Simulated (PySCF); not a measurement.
# Spinor energies of Pm⁴⁵⁺ (promethium, charge +45)

Start: [Ne] 3s2 3p4; 3p1/2 filled at m_j = -1/2, +1/2; 3p3/2 filled at m_j = +1/2, +3/2. Calculated with PySCF 2.14 in an uncontracted even-tempered set (18 s from 11 bohr⁻², ratio 2.4; 14 p from 14 bohr⁻², ratio 2.4; 4 d from 51 bohr⁻², ratio 2.6; 4 f from 76 bohr⁻², ratio 2.6): generalised Hartree-Fock with the X2C-1e Hamiltonian and a Gaussian nucleus; one run each with spin-orbit coupling (SO) switched off, then screened by Boettger's factors.

```json
{"spinor shell": "1s1/2", "electrons": "2", "ε, spin-free (eV)": "-48324.3", "ε, screened SO (eV)": "-48313.5", "weight of nominal j (screened SO)": "1.000", "rms radius, screened SO (bohr)": "0.0264"}
{"spinor shell": "2s1/2", "electrons": "2", "ε, spin-free (eV)": "-10289.3", "ε, screened SO (eV)": "-10284.8", "weight of nominal j (screened SO)": "1.000", "rms radius, screened SO (bohr)": "0.105"}
{"spinor shell": "2p1/2", "electrons": "2", "ε, spin-free (eV)": "-9499.3", "ε, screened SO (eV)": "-9903.1", "weight of nominal j (screened SO)": "1.000", "rms radius, screened SO (bohr)": "0.0903"}
{"spinor shell": "3s1/2", "electrons": "2", "ε, spin-free (eV)": "-4004.0", "ε, screened SO (eV)": "-4002.2", "weight of nominal j (screened SO)": "1.000", "rms radius, screened SO (bohr)": "0.255"}
{"spinor shell": "3p1/2", "electrons": "2", "ε, spin-free (eV)": "-3765.5", "ε, screened SO (eV)": "-3860.1", "weight of nominal j (screened SO)": "0.998", "rms radius, screened SO (bohr)": "0.243"}
{"spinor shell": "3p3/2", "electrons": "2", "ε, spin-free (eV)": "-3765.5", "ε, screened SO (eV)": "-3721.3", "weight of nominal j (screened SO)": "0.999", "rms radius, screened SO (bohr)": "0.253"}
```

Q: Where does 2p3/2 lie, and what is the 2p spin-orbit splitting (screened SO)?

A: At -9320.0 eV, 583.11 eV above 2p1/2.

| quantity | spin-free | screened SO |
| --- | --- | --- |
| E (hartree) | -8141.21037 | -8149.53046 |
| M_J | 2 | 2 |
| ⟨J²⟩ | 6.000 | 6.002 |
| ⟨L²⟩ | 2.000 | 3.203 |
| ⟨S²⟩ | 2.000 | 1.423 |

Each row is a mean over spinors that exchange with the open shell spreads, by up to 31.413 eV (3s1/2).

Breit and QED terms are absent; they matter most for the inner s and p1/2 levels.

Densities and radii are taken from the X2C orbitals without a picture-change correction, which distorts them close to the nucleus.

Without spin-orbit coupling the j labels of p, d and f shells carry no meaning; the spin-free column gives the mean over the occupied spinors of each nl shell.
